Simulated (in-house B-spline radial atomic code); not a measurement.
A radial electron density 4πr²n(r) was computed for an atom or ion in its tabulated ground configuration with a B-spline radial code for spherical atoms; method: Dirac-Hartree-Fock, average of configuration. Columns: r (bohr), 4πr²n(r) (electrons per bohr), bar.

```
 0.00168     1.51 #
 0.00204    2.134 ##
 0.00248    3.004 ##
   0.003    4.163 ###
 0.00365    5.776 ####
 0.00442     7.87 ######
 0.00537    10.64 ########
 0.00651    14.13 ###########
 0.00791    18.48 ##############
 0.00959    23.57 ##################
  0.0116    29.19 ######################
  0.0141    35.21 ###########################
  0.0171    40.78 ###############################
  0.0208    45.23 ###################################
  0.0252    47.58 ####################################
  0.0306    47.44 ####################################
  0.0372    45.01 ##################################
  0.0451    41.67 ################################
  0.0548    39.58 ##############################
  0.0664    40.93 ###############################
  0.0806    46.25 ###################################
  0.0979    53.28 #########################################
   0.119    57.42 ############################################
   0.144    54.87 ##########################################
   0.175    46.01 ###################################
   0.212    36.68 ############################
   0.258    33.21 #########################
   0.313    36.78 ############################
   0.379    41.04 ###############################
    0.46    38.96 ##############################
   0.558    29.47 #######################
   0.678    17.73 ##############
   0.822    9.437 #######
   0.998    5.542 ####
    1.21    3.878 ###
    1.47    2.461 ##
    1.78    1.148 #
    2.16   0.3452 
    2.63  0.05972 
    3.19 0.005783 
    3.87 0.0002713 
    4.69 5.538e-06
```

(1) Which atom or ion is it?
A. Rb7+
B. Sr6+
C. Kr7+
D. Sr7+

Results:

(1) D. The area under the curve, ∫4πr²n dr = ∫r·4πr²n d(ln r) on this logarithmic grid, is 31 electrons, which only this option has. The configuration is [Ar] 3d10 4s2 4p1.
